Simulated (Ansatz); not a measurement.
Total energies of TiBr₂Cl₂ from Ansatz at PBE0-D4/def2-TZVP, gas phase (1 Eh = 27.2114 eV = 2625.5 kJ/mol). The reference geometry is relaxed at PBE-D4/def2-SVP.

```
atom   x (Å)   y (Å)   z (Å)
 Ti1   0.029  -0.026  -0.010
 Br2   0.035   2.255  -0.474
 Br3  -1.919  -0.562   1.145
 Cl4   1.755  -0.523   1.209
 Cl5   0.100  -1.144  -1.870
```

```csv
state,geometry,energy (Eh)
charge 0 singlet,reference,-6917.38648
charge 1 doublet,reference,-6916.99190
charge 1 doublet,relaxed at PBE-D4/def2-SVP,-6917.00428
free Ti atom (triplet),–,-849.14317
free Br atom (doublet),–,-2573.81189
free Cl atom (doublet),–,-459.99739
```

(1) Work out the vertical ionisation energy to the doublet.

(2) How much does the charge 1 doublet relax, and what is the adiabatic ionisation energy?

(3) What is the binding energy per atom against free atoms?

(1) E(charge 1 doublet) − E(charge 0 singlet) = -6916.99190 − (-6917.38648) = 0.39458 Eh = 10.74 eV. For comparison, −ε of the highest occupied level is 8.93 eV at this level, 1.81 eV less.

(2) Relaxation: -6916.99190 − (-6917.00428) = 0.01238 Eh = 0.34 eV. Adiabatic ionisation energy: 0.38220 Eh = 10.40 eV, without zero-point energy. 

(3) Atoms: 1 × (-849.14317) + 2 × (-2573.81189) + 2 × (-459.99739) = -6916.76173 Eh. Binding: -6916.76173 − (-6917.38648) = 0.62475 Eh = 17.00 eV, or 3.40 eV for each of 5 atoms (no zero-point energy, no counterpoise term).
